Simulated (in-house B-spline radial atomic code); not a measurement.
Computed with a B-spline radial atomic code. Model: two electrons, singlet ground state, non-relativistic, full CI in B-splines with partial waves to l = 8 (at full coupling up to 3e-4 hartree above the limit, correlation up to 0.6 % small), density held at that of full coupling by Lieb maximisation.

W(λ) is the mean repulsion in the state of coupling λ less the Hartree energy of the fixed density. Its start is exact exchange, its initial slope is twice the second-order Görling-Levy correlation energy, and its area from 0 to 1 is E_xc. A straight curve means weak, dynamic correlation, and a curve that drops fast and flattens means strong correlation.

Command:
```bash
python run_ac.py task.json out
```
Settings (lengths in bohr, energies in hartree):
```
potential              dot
strength               0.458
lmax                   8
second                 -0.5
```

Time taken, with all properties: 15 s on 1 thread of Intel(R) Xeon(R) Processor @ 2.30GHz, on a shared host.

**W = mean repulsion less Hartree energy, and W of three functionals.**

Given: confinement charge in harmonic well; well frequency 0.458 hartree; nuclear charge -0.5; external potential omega^2 r^2/2 - Z/r.

Computed: LDA exchange minus exact 60.151 millihartree; SCAN exchange minus exact -2.2609 millihartree.

```json
{"coupling": "0", "W xc (hartree)": "-0.43782", "W xc minus exchange (millihartree)": "0", "kinetic minus Kohn-Sham (millihartree)": "0", "LDA (PW92) W minus its exchange (millihartree)": "0", "PBE W minus its exchange (millihartree)": "0", "SCAN W minus its exchange (millihartree)": "0"}
{"coupling": "0.02", "W xc (hartree)": "-0.43999", "W xc minus exchange (millihartree)": "-2.173", "kinetic minus Kohn-Sham (millihartree)": "0.02", "LDA (PW92) W minus its exchange (millihartree)": "-10.07", "PBE W minus its exchange (millihartree)": "-3.83", "SCAN W minus its exchange (millihartree)": "-1.89"}
{"coupling": "0.05", "W xc (hartree)": "-0.44316", "W xc minus exchange (millihartree)": "-5.342", "kinetic minus Kohn-Sham (millihartree)": "0.13", "LDA (PW92) W minus its exchange (millihartree)": "-19.92", "PBE W minus its exchange (millihartree)": "-8.77", "SCAN W minus its exchange (millihartree)": "-4.61"}
{"coupling": "0.12", "W xc (hartree)": "-0.45016", "W xc minus exchange (millihartree)": "-12.341", "kinetic minus Kohn-Sham (millihartree)": "0.72", "LDA (PW92) W minus its exchange (millihartree)": "-36.58", "PBE W minus its exchange (millihartree)": "-18.52", "SCAN W minus its exchange (millihartree)": "-10.55"}
{"coupling": "0.25", "W xc (hartree)": "-0.46181", "W xc minus exchange (millihartree)": "-23.996", "kinetic minus Kohn-Sham (millihartree)": "2.86", "LDA (PW92) W minus its exchange (millihartree)": "-58.39", "PBE W minus its exchange (millihartree)": "-33.11", "SCAN W minus its exchange (millihartree)": "-20.46"}
{"coupling": "0.4", "W xc (hartree)": "-0.47339", "W xc minus exchange (millihartree)": "-35.575", "kinetic minus Kohn-Sham (millihartree)": "6.6", "LDA (PW92) W minus its exchange (millihartree)": "-76.9", "PBE W minus its exchange (millihartree)": "-46.66", "SCAN W minus its exchange (millihartree)": "-30.46"}
{"coupling": "0.6", "W xc (hartree)": "-0.4863", "W xc minus exchange (millihartree)": "-48.482", "kinetic minus Kohn-Sham (millihartree)": "13.01", "LDA (PW92) W minus its exchange (millihartree)": "-95.79", "PBE W minus its exchange (millihartree)": "-61.33", "SCAN W minus its exchange (millihartree)": "-41.97"}
{"coupling": "0.8", "W xc (hartree)": "?", "W xc minus exchange (millihartree)": "?", "kinetic minus Kohn-Sham (millihartree)": "?", "LDA (PW92) W minus its exchange (millihartree)": "?", "PBE W minus its exchange (millihartree)": "?", "SCAN W minus its exchange (millihartree)": "?"}
{"coupling": "1", "W xc (hartree)": "-0.50577", "W xc minus exchange (millihartree)": "-67.952", "kinetic minus Kohn-Sham (millihartree)": "28.35", "LDA (PW92) W minus its exchange (millihartree)": "-122.92", "PBE W minus its exchange (millihartree)": "-83.57", "SCAN W minus its exchange (millihartree)": "-60.38"}
{"coupling": "1.4", "W xc (hartree)": "-0.5196", "W xc minus exchange (millihartree)": "-81.782", "kinetic minus Kohn-Sham (millihartree)": "44.8", "LDA (PW92) W minus its exchange (millihartree)": "-142.19", "PBE W minus its exchange (millihartree)": "-100.03", "SCAN W minus its exchange (millihartree)": "-74.5"}
{"coupling": "2", "W xc (hartree)": "-0.53407", "W xc minus exchange (millihartree)": "-96.258", "kinetic minus Kohn-Sham (millihartree)": "69.12", "LDA (PW92) W minus its exchange (millihartree)": "-163.13", "PBE W minus its exchange (millihartree)": "-118.41", "SCAN W minus its exchange (millihartree)": "-90.41"}
{"coupling": "3", "W xc (hartree)": "-0.54928", "W xc minus exchange (millihartree)": "-111.47", "kinetic minus Kohn-Sham (millihartree)": "106.49", "LDA (PW92) W minus its exchange (millihartree)": "-186.7", "PBE W minus its exchange (millihartree)": "-139.56", "SCAN W minus its exchange (millihartree)": "-108.41"}
{"coupling": "4.5", "W xc (hartree)": "?", "W xc minus exchange (millihartree)": "?", "kinetic minus Kohn-Sham (millihartree)": "?", "LDA (PW92) W minus its exchange (millihartree)": "?", "PBE W minus its exchange (millihartree)": "?", "SCAN W minus its exchange (millihartree)": "?"}
{"coupling": "7", "W xc (hartree)": "-0.57484", "W xc minus exchange (millihartree)": "-137.02", "kinetic minus Kohn-Sham (millihartree)": "224.32", "LDA (PW92) W minus its exchange (millihartree)": "-231.87", "PBE W minus its exchange (millihartree)": "-181.13", "SCAN W minus its exchange (millihartree)": "-139.57"}
{"coupling": "10", "W xc (hartree)": "-0.58325", "W xc minus exchange (millihartree)": "-145.43", "kinetic minus Kohn-Sham (millihartree)": "294.77", "LDA (PW92) W minus its exchange (millihartree)": "-248.49", "PBE W minus its exchange (millihartree)": "-196.68", "SCAN W minus its exchange (millihartree)": "-148.73"}
```

Q: What belongs in the row 0.8?

A: W xc (hartree): -0.49692; W xc minus exchange (millihartree): -59.103; kinetic minus Kohn-Sham (millihartree): 20.41; LDA (PW92) W minus its exchange (millihartree): -110.67; PBE W minus its exchange (millihartree): -73.38; SCAN W minus its exchange (millihartree): -51.83.

Q: What belongs in the row 4.5?

A: W xc (hartree): -0.56258; W xc minus exchange (millihartree): -124.76; kinetic minus Kohn-Sham (millihartree): 155.41; LDA (PW92) W minus its exchange (millihartree): -209.21; PBE W minus its exchange (millihartree): -160.13; SCAN W minus its exchange (millihartree): -124.82.

Q: What is the PBE exchange minus exact?

A: 16.041 millihartree.

**Energy parts, natural occupations and partial-wave weights.**

Computed: total energy 2.4843 hartree; exchange energy -0.43782 hartree; kinetic part of the DFT correlation energy 0.028353 hartree; initial slope twice GL2 -0.10983 hartree; kinetic part over minus potential part 0.41725; Hartree energy 0.87563 hartree; Lieb Oxford ratio E_xc over LDA exchange 1.2641.

```tsv
natural	occupation of the shell (electrons)
s	1.9257
p	0.070746
s	0.0017097
d	0.0013459
p	?
f	0.00015137
```

Q: What belongs in the row p?

A: occupation of the shell (electrons): 0.00020952.

```json
{"wave": "s", "weight": "0.96371"}
{"wave": "p", "weight": "0.035483"}
{"wave": "d", "weight": "?"}
{"wave": "f", "weight": "8.1873e-05"}
{"wave": "g", "weight": "1.7641e-05"}
```

Q: What belongs in the row d?

A: weight: 0.00069478.

Q: What is the Kohn-Sham kinetic?

A: 0.49575 hartree.

Q: What is the correlation energy?

A: -0.039599 hartree.

Half-way to full coupling W has made 62 % of its drop, against 50 % for a straight line, and second-order (GL2) theory, half the initial slope, overshoots the correlation energy by about 39 %: a marked bend. Over couplings 0 to 1 the errors in E_xc come to about +19 millihartree for LDA, +5.0 millihartree for PBE, +2.9 millihartree for SCAN, so SCAN is nearest. In LDA and PBE and SCAN the errors of exchange and correlation have opposite signs, so the sum is smaller than the larger of the two.
